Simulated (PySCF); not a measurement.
PySCF 2.14 output of an unrestricted PW91 calculation on a single atom or ion in aug-cc-pwCVTZ-DK with one added diffuse shell each of s, p, d, f, g type (11s10p8d5f4g, 152 functions), with the spin-free X2C one-electron Hamiltonian (Gaussian nucleus):

```
SCF conv_tol = 1e-09
number electrons alpha = 15  beta = 14
    J. P. Perdew. In P. Ziesche and H. Eschrig, editors, Proceedings of the 75. WE-Heraeus-Seminar and 21st Annual International Symposium on Electronic Structure of Solids, 11. Berlin, 1991. Akademie Verlag.
    J. P. Perdew, J. A. Chevary, S. H. Vosko, K. A. Jackson, M. R. Pederson, D. J. Singh, and C. Fiolhais.,  Phys. Rev. B 46, 6671 (1992)
    J. P. Perdew, J. A. Chevary, S. H. Vosko, K. A. Jackson, M. R. Pederson, D. J. Singh, and C. Fiolhais.,  Phys. Rev. B 48, 4978 (1993)
    J. P. Perdew. In P. Ziesche and H. Eschrig, editors, Proceedings of the 75. WE-Heraeus-Seminar and 21st Annual International Symposium on Electronic Structure of Solids, 11. Berlin, 1991. Akademie Verlag.
    J. P. Perdew, J. A. Chevary, S. H. Vosko, K. A. Jackson, M. R. Pederson, D. J. Singh, and C. Fiolhais.,  Phys. Rev. B 46, 6671 (1992)
    J. P. Perdew, J. A. Chevary, S. H. Vosko, K. A. Jackson, M. R. Pederson, D. J. Singh, and C. Fiolhais.,  Phys. Rev. B 48, 4978 (1993)
cycle= 1 E= -1654.73881656086  delta_E= 0.0398  |g|= 0.648  |ddm|= 0.741
cycle= 2 E= -1654.31418146195  delta_E= 0.425  |g|= 1.97  |ddm|= 0.964
cycle= 3 E= -1654.8021611686  delta_E= -0.488  |g|= 0.305  |ddm|= 0.455
cycle= 4 E= -1654.81931319717  delta_E= -0.0172  |g|= 0.0186  |ddm|= 0.147
cycle= 5 E= -1654.81978961888  delta_E= -0.000476  |g|= 0.0149  |ddm|= 0.106
cycle= 6 E= -1654.8199266433  delta_E= -0.000137  |g|= 0.0152  |ddm|= 0.0492
cycle= 7 E= -1654.82001475414  delta_E= -8.81e-05  |g|= 0.00326  |ddm|= 0.0629
cycle= 8 E= -1654.82001893161  delta_E= -4.18e-06  |g|= 0.00092  |ddm|= 0.0114
cycle= 9 E= -1654.82001906702  delta_E= -1.35e-07  |g|= 0.000146  |ddm|= 0.0018
cycle= 10 E= -1654.82001908246  delta_E= -1.54e-08  |g|= 1.31e-05  |ddm|= 0.000606
cycle= 11 E= -1654.82001908274  delta_E= -2.8e-10  |g|= 8.03e-06  |ddm|= 8.37e-05
converged SCF energy = -1654.82001908274  <S^2> = 0.84305053  2S+1 = 2.0909811
```

The run itself started from symmetry-adapted Hartree-Fock orbitals and held the occupation by maximum overlap, on a logarithmic radial grid, so the iterations belong to that start.

Q: Which element, charge and spin multiplicity is this?

A: Cu (copper, neutral), multiplicity 2; the state was [Ar] 3d10 4p1, 2P determinant (an excited configuration).

⟨S²⟩ = 0.84 against 0.75 shows spin contamination.
